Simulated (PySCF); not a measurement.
# Working out the ionisation energy of F⁺

F⁺ [He] 2s2 2p4 (3P) → F²⁺ [He] 2s2 2p3 (4S). Calculation: PySCF 2.14, in Sapporo-DZP-2012 (4s3p1d, 18 functions); scalar relativity by spin-free X2C-1e. Frozen: 1s2. Energies in hartree (1 hartree = 27.21139 eV):

```tsv
part	F⁺ (lower)	F²⁺ (upper)
UHF	-98.876853	-97.650478
CCSD correlation	-0.123142	-0.090758
(T)	-0.000918	-0.000460
```

What does Hartree-Fock give?

(-97.650478) − (-98.876853) = 1.226375 hartree = 33.371 eV.

What do CCSD and CCSD(T) give?

The CCSD correlation energies differ by 0.032384 hartree = 0.881 eV and the triples by 0.000458 hartree = 0.012 eV, so CCSD gives 34.252 eV and CCSD(T) 34.264 eV.

Measured between the centres of the two terms (NIST): 34.950 eV, so CCSD(T) (valence) is off by -0.686 eV.

A double-zeta basis recovers only part of the correlation energy.

What remains against the reference includes basis incompleteness, the frozen core and higher excitations.
